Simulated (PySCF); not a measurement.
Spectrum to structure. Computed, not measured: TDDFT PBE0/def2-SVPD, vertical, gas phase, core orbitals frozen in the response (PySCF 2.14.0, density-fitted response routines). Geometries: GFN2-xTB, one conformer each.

```csv
state,ν̃ (cm⁻¹),f,"main configurations (H = HOMO, L = LUMO)"
S1,53040,0.0008,"H→L (63%), H→L+1 (28%)"
S2,54080,0.0018,"H-1→L+1 (50%), H-1→L (33%)"
S3,54230,0.0058,"H→L+1 (55%), H→L (30%)"
S4,55670,0.0095,"H-1→L (61%), H-1→L+1 (29%)"
S5,59180,0.016,H→L+3 (85%)
S6,59670,0.010,"H→L+2 (40%), H→L+4 (29%), H-1→L+4 (8%)"
S7,59840,0.0059,"H-1→L+4 (41%), H-1→L+2 (21%), H→L+2 (10%)"
S8,60410,0.016,H-1→L+3 (90%)
```

Problem. Which candidate is it?
A. `C#C[SiH2]O[SiH2]CCl`
B. `O=[P@@H]1CC[C@@H]([SiH3])C1`
C. `C(=C=S)(S(O)(=O)=O)[SiH3]`

Solution. B. Its S1, at 6.58 eV, is the highest among the candidates; the nearest of the others has S1 at 5.90 eV. S1 is HOMO→LUMO (63%), HOMO→LUMO+1 (28%). Löwdin shares by element: HOMO oxygen 58%, carbon 19% or more, phosphorus 14%; LUMO silicon 26%, hydrogen 14% or more, carbon 7% or more (atoms not listed hold the other 53%). At the same level the other candidates give, for their lowest levels:
- `C#C[SiH2]O[SiH2]CCl`: 5.90 eV (f 0.000); 6.27 eV (f 0.006); 6.42 eV (f 0.008); 6.50 eV (f 0.000); 6.71 eV (f 0.016); T1 4.92 eV; HOMO -7.97, LUMO -0.63 eV
- `O=S(=O)(O)C([SiH3])=C=S`: 2.69 eV (f 0.000); 4.61 eV (f 0.002); 5.00 eV (f 0.000); 5.42 eV (f 0.009); 5.71 eV (f 0.008); T1 2.35 eV; HOMO -7.62, LUMO -3.25 eV
Triplets come from the Tamm–Dancoff approximation.
